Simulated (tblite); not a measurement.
C$_{5}$H$_{9}$NO (SMILES CN1CCCC1=O), singlet, at a GFN2-xTB geometry; GFN1-xTB (tblite).

tblite was given this input:
```
$ tblite run mol.xyz --method gfn1 --charge 0 --spin 0 --efield 0,0,0.1 --json tblite.json --no-restart

# file mol.xyz
16

C      2.10718030    -0.10566990     0.05077275
N      0.69270521     0.08905907    -0.09332066
C      0.14997135     0.98033666    -1.08972839
C     -1.32752946     1.09849129    -0.69883366
C     -1.60250964    -0.19679329     0.06324944
C     -0.23541035    -0.62430679     0.57963264
O     -0.00257823    -1.45674522     1.42691988
H      2.59806457     0.83177957     0.32361649
H      2.54565104    -0.47833752    -0.87929269
H      2.25899065    -0.83912003     0.84118692
H      0.27013507     0.54960589    -2.09371243
H      0.67024368     1.94223616    -1.06616009
H     -1.46840915     1.95525366    -0.03929380
H     -1.97158737     1.22354647    -1.56688659
H     -2.30886961    -0.08111558     0.88246881
H     -1.97274293    -0.98564829    -0.59459778
```

Q: Predict the main parts of the log of this tblite run.

A: 
```
xTB calculator
 | screened Coulomb repulsion
 | Coulomb electrostatics
 |  * isotropic Klopman-Ohno-Mataga-Nishimoto electrostatics
 |  * onsite third-order electrostatics
 | DFT-D3(BJ) dispersion correction
 | Interactions (1)
 | [1] electric field

halogen bonding energy    0.0000000000000E+00 Eh
repulsion energy          2.6898343723241E-01 Eh
dispersion energy        -6.1681589157441E-03 Eh
interaction energy        0.0000000000000E+00 Eh
number of electrons       4.0000000000000E+01 e
integral cutoff           1.9731147476801E+01 bohr

------------------------------------------------------------
  cycle        total energy    energy error   density error
------------------------------------------------------------
      1     -23.11232080033  -2.3375136E+01   4.0222832E-01
      2     -23.32989928316  -2.1757848E-01   2.2583265E-01
      3     -23.33347362164  -3.5743385E-03   7.9297780E-02
      4     -23.33453299999  -1.0593784E-03   8.1830081E-03
      5     -23.33483833544  -3.0533545E-04   1.6608801E-03
      6     -23.33484722981  -8.8943668E-06   3.7930364E-04
      7     -23.33484749519  -2.6538282E-07   7.6176283E-05
      8     -23.33484750178  -6.5851999E-09   3.1501472E-05
      9     -23.33484750995  -8.1738989E-09   1.0598673E-05
------------------------------------------------------------

electronic energy        -2.3597662788269E+01 Eh
total energy             -2.3334847509953E+01 Eh

Post processing:
 | Mayer-Wiberg bond orders

[Info] JSON dump of results written to 'tblite.json'
```
